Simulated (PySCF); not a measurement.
Ligands exchanged one at a time, Sn Cl-OH. Isolated molecules, 0 K electronic values unless said otherwise. One relaxed conformer stands for each flexible species; it need not be the lowest. Strings in code marks are SMILES.

These are PySCF with r2SCAN-D4/def2-TZVP values and carry that method's errors. Excitations are Tamm–Dancoff values on a coarser integration grid. The basis has no diffuse functions, so Rydberg states are missing or too high.

```csv
species,LUMO (eV),S1 oscillator strength,T1 excitation (TDA) (eV),S1 excitation (TDA) (eV),HOMO (eV)
0 of 4 Cl replaced by OH,-4.01,0.000,–,4.80,-8.71
1 of 4 Cl replaced by OH (`[OH][Sn]([Cl])([Cl])[Cl]`),-3.62,0.003,4.53,4.89,-8.43
3 of 4 Cl replaced by OH (`[OH][Sn]([OH])([OH])[Cl]`),-2.81,0.004,___,___,___
4 of 4 Cl replaced by OH,-2.40,0.019,5.00,___,-7.79
```

Question: Fill in the missing entries.

Answer: 
- 3 of 4 Cl replaced by OH (`[OH][Sn]([OH])([OH])[Cl]`), T1 excitation (TDA) (eV): 4.87
- 3 of 4 Cl replaced by OH (`[OH][Sn]([OH])([OH])[Cl]`), S1 excitation (TDA) (eV): 5.28
- 3 of 4 Cl replaced by OH (`[OH][Sn]([OH])([OH])[Cl]`), HOMO (eV): -8.00
- 4 of 4 Cl replaced by OH, S1 excitation (TDA) (eV): 5.50
